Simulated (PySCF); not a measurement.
FS, SMILES F[S], multiplicity 2.

The structure is a stationary point at PBE0-D3(BJ)/def2-TZVPD.

Method: r2SCAN/def2-TZVPD run with PySCF.

Isolated molecule, no solvent.

```json
{
 "total_energy": "-497.95035 hartree",
 "point_group": "C∞v",
 "α spin, highest occupied and lowest empty level": "-6.50 and -2.62 eV",
 "β spin, highest occupied and lowest empty level": "-6.15 and -5.15 eV",
 "dipole_moment": "0.58 D",
 "⟨S²⟩": "0.758 (pure state 0.75)"
}
```
